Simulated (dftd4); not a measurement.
H12Si5, charge +1, doublet, at a GFN2-xTB geometry (a state made from the parent by changing its charge; the spin is typed, not shown lowest); dftd4 with D4 for pbe.

Input for dftd4:
```
$ dftd4 mol.xyz --func pbe --charge 1 --json dftd4.json --noedisp --property

# file mol.xyz
17

Si    -0.25310907    -2.10767374    -1.16153954
Si    -0.00493928     0.00604900    -0.00649941
Si    -0.37198370     2.10080515    -1.15812306
Si    -1.70641778    -0.05581147     1.71192735
Si     2.33502040     0.05813586     0.61132287
H     -1.61992800    -2.10188582    -1.67691024
H     -0.01411831    -3.24864787    -0.28647268
H      0.70579989    -2.06426398    -2.26262025
H     -0.17709254     3.25390838    -0.28784835
H     -1.74309288     2.03186722    -1.65786410
H      0.57339102     2.10400946    -2.27198950
H     -3.05772283    -0.04371138     1.16609495
H     -1.44627122    -1.27496059     2.47362373
H     -1.44995516     1.12167623     2.53780823
H      2.53239503    -1.12441119     1.44608538
H      3.22171230     0.05213011    -0.54527641
H      2.49489495     1.27322203     1.40613391
```

Question: What does dftd4 print? Leave out banner, timings and long lists.

Answer: 
```
                    ____  _____ _____     ____  _  _
      -------------|  _ \|  ___|_   _|---|  _ \| || |------------
     |             | | | | |_    | | ___ | | | | || |_           |
     |             | |_| |  _|   | ||___|| |_| |__   _|          |
     |             |____/|_|     |_|     |____/   |_|            |
     |             ===================================           |
     |            E. Caldeweyher, S. Ehlert & S. Grimme          |
     |          Mulliken Center for Theoretical Chemistry        |
     |                    University of Bonn                     |
      -----------------------------------------------------------

Rational (Becke-Johnson) damping: pbe-D4-ATM
---------------------
  s6         1.0000
  s8         0.9595
  s9         1.0000
  a1         0.3857
  a2         4.8069
 alp        16.0000
--------------------

Atomic data, radii in Ångström:
------------------------------------------------------
   Z          R(cov)      r4/r2   hardness         EN
------------------------------------------------------
  14 Si       1.3867     2.5839     0.3054     1.9000
   1 H        0.4267     1.0622     0.4726     2.2000
------------------------------------------------------

Atomic reference systems (in atomic units):
----------------------------------------------------------------------------
   Z        #      CN     q+Z       C6(AA)   #      CN     q+Z       C6(AA)
----------------------------------------------------------------------------
  14 Si     1  0.0000 14.0000     321.4498   2  0.8915 14.0165     270.4983
            3  1.8234 13.9936     236.2774   4  2.8003 13.9692     228.3542
            5  3.6668 13.9341     158.2713
   1 H      1  0.0000  1.0000       7.6362   2  0.8942  1.0000       3.0374
----------------------------------------------------------------------------

Atomic properties (in atomic units):
----------------------------------------------------------------------------
     #    Z              CN          q      C6(AA)        C8(AA)   alpha(0)
----------------------------------------------------------------------------
     1   14 Si       3.6513    -0.0070    156.6452    11204.3021    23.1586
     2   14 Si       3.5772     0.0304    156.0151    11159.2392    23.1793
     3   14 Si       3.6529    -0.0069    156.6268    11202.9861    23.1562
     4   14 Si       3.6527    -0.0071    156.6368    11203.7049    23.1571
     5   14 Si       3.6518    -0.0072    156.6461    11204.3684    23.1583
     6    1 H        0.9190     0.0829      1.9504       23.5770     2.1842
     7    1 H        0.9198     0.0837      1.9417       23.4716     2.1793
     8    1 H        0.9190     0.0828      1.9512       23.5864     2.1846
     9    1 H        0.9198     0.0839      1.9395       23.4455     2.1781
    10    1 H        0.9190     0.0829      1.9501       23.5738     2.1841
    11    1 H        0.9190     0.0829      1.9501       23.5733     2.1840
    12    1 H        0.9199     0.0841      1.9376       23.4227     2.1770
    13    1 H        0.9190     0.0826      1.9537       23.6171     2.1861
    14    1 H        0.9190     0.0827      1.9524       23.6010     2.1853
    15    1 H        0.9190     0.0825      1.9539       23.6191     2.1862
    16    1 H        0.9199     0.0840      1.9389       23.4377     2.1777
    17    1 H        0.9190     0.0827      1.9524       23.6019     2.1854
----------------------------------------------------------------------------

Molecular properties (in atomic units):
----------------------------------------
 molecular C6                6261.2734
 molecular C8              344071.0228
----------------------------------------

Dispersion energy:      -1.6959556682100E-02 Eh

[Info] JSON dump of results written to 'dftd4.json'
```
